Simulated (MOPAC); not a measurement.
MOPAC input (PM6):

```
PM6 1SCF UHF MS=0.5 GEO-OK AUX(PRECISION=9) THREADS=1
ClSr

Sr   -0.00000000 1   -0.00000000 1   -0.76713990 1
Cl    0.00000000 1    0.00000000 1    1.71478330 1
```

From the last part of the output:

```
                                                       MOPAC v23.2.5 Linux

          FINAL HEAT OF FORMATION =        -34.45675 KCAL/MOL =    -144.16705 KJ/MOL

          COSMO AREA              =        155.72 SQUARE ANGSTROMS
          COSMO VOLUME            =        179.49 CUBIC ANGSTROMS

          IONIZATION POTENTIAL    =          6.009890 EV
          ALPHA SOMO LUMO (EV)    =         -6.010  1.081
          BETA  SOMO LUMO (EV)    =        -10.555 -0.478
          NO. OF ALPHA ELECTRONS  =          5
          NO. OF BETA  ELECTRONS  =          4
          MOLECULAR WEIGHT        =        123.0730         POINT GROUP:  C*v

          MOLECULAR DIMENSIONS (Angstroms)

            Atom       Atom       Distance
           Cl     2   Sr     1     2.48192
           Cl     2   Sr     1     0.00000
           Sr     1   Cl     2     0.00000

          SCF CALCULATIONS        =          1

   ATOM   CHEMICAL          X               Y               Z
  NUMBER   SYMBOL      (ANGSTROMS)     (ANGSTROMS)     (ANGSTROMS)

     1      Sr         -0.00000000  *  -0.00000000  *  -0.76713990  *
     2      Cl          0.00000000  *   0.00000000  *   1.71478330  *

                             CARTESIAN COORDINATES

   1   Sr       -0.000000000    -0.000000000    -0.767139900
   2   Cl        0.000000000     0.000000000     1.714783300

           Empirical Formula: Sr Cl  =     2 atoms

      MOLECULAR POINT GROUP   :   C*v

          ALPHA EIGENVALUES
 -25.70844 -12.29205 -10.54647 -10.54647  -6.00989   1.08053   1.08053   2.24638
  93.62299  93.76088  93.76088  94.09440  94.09440

           BETA EIGENVALUES
 -25.73924 -12.27896 -10.55518 -10.55518  -0.47781   1.68441   1.68441   2.82377
  93.62386  93.75743  93.75743  94.08430  94.08430

              NET ATOMIC CHARGES AND DIPOLE CONTRIBUTIONS

  ATOM NO.   TYPE          CHARGE      No. of ELECS.   s-Pop       p-Pop       d-Pop
    1         Sr           0.451143        1.5489     0.91611     0.63275
    2         Cl          -0.451143        7.4511     1.99094     5.45960     0.00060
 DIPOLE           X         Y         Z       TOTAL
 POINT-CHG.     0.000     0.000    -5.378     5.378
 HYBRID        -0.000    -0.000     1.586     1.586
 SUM           -0.000    -0.000    -3.792     3.792

          ATOMIC ORBITAL ELECTRON POPULATIONS

     Atom    s        px        py        pz      x^2-y^2     xz        z^2       yz        xy
    1 Sr   0.91611   0.05495   0.05495   0.52285
    2 Cl   1.99094   1.94496   1.94496   1.56968   0.00000   0.00009   0.00042   0.00009   0.00000

                    (SZ)    =    0.500000
                    (S**2)  =    0.750389

          ATOMIC ORBITAL SPIN POPULATIONS

    Atom   Total    s     px     py     pz   x^2-y^2  xz     z^2    yz     xy
         Atomic
    1 Sr  1.0071  0.747  0.004  0.004  0.251
    2 Cl -0.0071 -0.000 -0.004 -0.004  0.002 -0.000  0.000  0.000  0.000  0.000

 **********************
 *                    *
 * JOB ENDED NORMALLY *
 *                    *
 **********************

 == MOPAC DONE ==
```
